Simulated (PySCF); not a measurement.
**C$_{2}$H$_{10}$BN: full NMR table**

| Quantity | Value |
| --- | --- |
| Formula | C2H10BN |
| SMILES | [BH3-][NH2+]CC |
| Point group of the computed structure | Cs |
| Carbon signals | 2 |
| Proton signals | 4 |

Numbering as in the mapped SMILES `[BH3-:1][NH2+:2][CH2:3][CH3:4]`; H(Xn) means a hydrogen on atom n.

In vacuum, equivalent nuclei averaged, non-relativistic Hamiltonian, one computed conformer. Shielding tensors at PBE/pcSseg-2 (GIAO); structure optimised with PBE0-D3(BJ)/def2-SVP; J couplings at B3LYP/pcJ-1 (spin–dipole term only in couplings to heteroatoms); PySCF 2.14.

Referencing at the same level of theory: ¹H (σ = 31.18 ppm), ¹³C (σ = 179.39 ppm) against TMS; BF3·OEt2 for ¹¹B (σ = 92.70 ppm); ¹⁵N (σ = 261.04 ppm) vs NH3.

| carbon | δC, type | δH (multiplicity, J in Hz) | HMBC from (abs. J ≥ 3 Hz) | span of the C tensor (ppm) |
| --- | --- | --- | --- | --- |
| C3 | 50.5, CH2 | 2.83 (q, 8.2) | H(B1), H(C4) | 65 |
| C4 | 18.2, CH3 | 1.09 (t, 8.2) | – | 35 |

Other nuclei:
```csv
atoms,nucleus,environment,δ (ppm),σ (ppm)
H(N2),¹H,hydrogen on a donor nitrogen of a Lewis adduct,2.84,28.34
H(B1),¹H,hydrogen on a boron bonded to N,2.06,29.12
B1,¹¹B,"boron bonded to N, 3 H",-24.2,116.9
N2,¹⁵N,donor nitrogen of a Lewis adduct,76.2,184.9
```

Selected couplings (Hz, signed; the shortest-range and largest first, 30 at most; isotopes ¹³C, ¹H, ¹¹B, ¹⁵N): ¹J(C3,H(C3)) 146.9, ¹J(C4,H(C4)) 132.6, ¹J(B1,H(B1)) 109.6, ¹J(C3,C4) 37.3, ¹J(N2,C3) -5.9, ¹J(B1,N2) -3.4, ²J(N2,H(B1)) -2.1, ²J(N2,C4) 1.2, ³J(H(C3),H(C4)) 8.2, ³J(N2,H(C4)) -2.7, ³J(B1,C4) 2.0, ³J(B1,H(C3)) 1.2.

1. δC 50.5: sp3 CH2 bonded to N; pulled downfield by the heteroatom.
2. δC 18.2: methyl carbon; aliphatic region, no heteroatom directly attached.
3. δH 2.84: hydrogen on a donor nitrogen of a Lewis adduct; exchangeable, gas-phase position.
4. δH 2.83: hydrogen on an sp3 CH2 bonded to N; its carbon carries N, hence the downfield position.
5. δH 1.09: hydrogen on a methyl carbon.
6. The protons at 2.83 and 1.09 share a coupling of 8.2 Hz (vicinal).

OH/NH shifts are gas-phase values; hydrogen bonding in solution moves them, usually downfield. Hydrogens on boron are broadened and split by ¹¹B (spin 3/2, 80 %) and 10B (spin 3). Multiplet labels drop couplings under 1 Hz and merge nearly equal ones. Unscaled 3J(H,H) at this level run about 10 % above measured values. Shifts are as computed, not scaled to solution data. Of 1211 compounds with measured shifts, 218 miss one by over three times the rms of a fit or turn the order of signals round; such compounds aren't used in these exercises. Couplings to exchangeable protons are dropped. Experimental scales use liquid or dissolved standards, which lie at an offset from isolated NH3 (liquid NH3: subtract about 20 ppm). Across freely rotating sp3–sp3 bonds, 3J(H,H) is taken as (2 J gauche + J anti)/3 from the one conformer, which assumes equal rotamer populations.
